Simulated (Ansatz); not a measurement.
`Cl[BH][GaH2]` + `[OH][SbH2]` → `[GaH2][O][SbH2]` + `BCl` at 400 K and 1 bar (cleavage of the Ga–B bond).

Calculated with Ansatz (gas phase, PBE0-D4/def2-TZVP geometries, no zero-point term in ΔE). CCSD(T)/CBS adds triple-zeta CCSD(T) − MP2 to the extrapolated MP2 energy (def2 sets, frozen cores). This one scheme is used for every species. Elements past krypton have def2 core potentials. For Ga, Sb outer-core shells are correlated without core-valence functions, which leaves a few kJ/mol of doubt a bond. Scalar relativity is left out up to krypton.

```
          species  CCSD(T)/CBS energy (Eh)  H − E (kJ/mol)  S (J/(mol·K))
   `Cl[BH][GaH2]`              -2410.30850            93.6          337.1
     `[OH][SbH2]`               -316.98030            89.2          295.3
`[GaH2][O][SbH2]`              -2241.53579           108.6          376.6
            `BCl`               -485.78909            70.2          247.0
```

H − E and S are ideal-gas, rigid-rotor, harmonic terms from PBE0-D4/def2-TZVP, for one conformer and one mirror image of each species. 1 Eh = 2625.50 kJ/mol, R = 8.31446 J/(mol·K).

Problem. By hand: ΔE, ΔH, ΔS and ΔG.

Solution. ΔE = (-2241.53579) + (-485.78909) − (-2410.30850) − (-316.98030) = -0.03608 Eh = -94.7 kJ/mol. Δ(H − E) = 108.6 + 70.2 − 93.6 − 89.2 = -4.0, so ΔH = -98.7 kJ/mol. ΔS = 376.6 + 247.0 − 337.1 − 295.3 = -8.8 J/(mol·K). ΔG = -98.7 − 400 × (-8.8)/1000 = -95.2 kJ/mol.

Problem. By hand: the equilibrium constant, and the temperature at which ΔG would vanish if ΔH and ΔS stayed fixed.

Solution. log₁₀ K = −ΔG/(RT ln 10) = 12.4. ΔG = 0 at ΔH/ΔS = 11216 K, far beyond where these terms or the molecules hold.

The number of gas molecules stays the same, so ΔS is small and ΔH decides. A doubt of 5 kJ/mol in ΔE shifts log₁₀ K by 0.7 here. Other conformers and mirror images would add mixing entropy, several J/(mol·K) or more a flexible species. Modes under 60 cm⁻¹, often nearly free rotors, make the harmonic entropy too high. These are equilibria of isolated gas molecules and say nothing of rates. Largest T1 diagnostic: 0.016 (customary marks: 0.02 for closed shells, 0.045 for open ones).
